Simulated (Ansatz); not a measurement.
C₂H₅O₂ (SMILES CC(O)=[OH+]), charge +1, singlet, geometry from GFN2-xTB; RPA/6-31G in Ansatz (a program for electronic structure).

Input for Ansatz:
Ansatz 0.2 input:
```yaml
crystal:
  periodic: [false, false, false]
  atoms:
    - {symbol: C, position_ang: [-1.39570971, 0.14320355, 0.06747928]}
    - {symbol: C, position_ang: [0.05945850, -0.01483349, -0.01819422]}
    - {symbol: O, position_ang: [0.54848620, -0.53355710, -1.06388824]}
    - {symbol: O, position_ang: [0.86748398, 0.34875759, 0.91255762]}
    - {symbol: H, position_ang: [-1.65979534, 1.20213003, 0.13754680]}
    - {symbol: H, position_ang: [-1.87942432, -0.28228953, -0.80945305]}
    - {symbol: H, position_ang: [-1.78832724, -0.33509193, 0.96785289]}
    - {symbol: H, position_ang: [1.52455054, -0.62526117, -1.09983415]}
    - {symbol: H, position_ang: [0.49274207, 0.74868836, 1.71882199]}
basis:
  gaussian:
    orbitals: 6-31G
total_charge: 1
magnetization: {spin_polarized: false}
correlation: {method: rpa}
```

The log (banner, timings and long lists left out):

```
Functional definition: HF
564 factors; integrals over basis functions are off by at most 2.3e-4 eV
mean field evaluation 1: about -6200.0768 eV, gradient 4.7e1 eV
mean field evaluation 2: about -6200.0836 eV, gradient 4.7e1 eV
mean field evaluation 4: about -6204.4390 eV, gradient 3.0e0 eV
mean field evaluation 8: about -6204.4694 eV, gradient 2.3e-4 eV
mean field -6204.46939162 eV, -228.0100446017 hartree, gradient 2.4e-6 eV, S^2 0.000000; 0 other end points of the search recorded, 0 dependent functions left out
4 core orbitals not correlated
reference -6204.46939162 eV, -228.0100446017 hartree; 12, 12 occupied and 30, 30 virtual orbitals, 564 factors
Total energy: -6216.45193557 eV, -228.4503949698 hartree
```
